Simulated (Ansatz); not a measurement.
Ansatz (a quantum-chemistry and plane-wave program) input:

Ansatz 0.2 input:
```yaml
crystal:
  periodic: [false, false, false]
  atoms:
    - {symbol: Mo, position_ang: [0.11495392, -0.09339998, -0.13010631]}
    - {symbol: O, position_ang: [-1.31108227, -1.00450936, 0.08548339]}
    - {symbol: O, position_ang: [-0.25540295, 1.45359777, -0.74639535]}
    - {symbol: O, position_ang: [0.96297716, 0.04126146, 1.34397011]}
basis:
  gaussian:
    orbitals: def2-TZVPP
magnetization: {spin_polarized: false}
correlation: {method: ccsd_t, electrons: outside_noble_gas}
```

Question: What final total energy does it print?

Answer: -293.21602 Eh (CCSD(T)/def2-TZVPP). The basis has 149 functions. The run takes roughly 60 core-seconds.
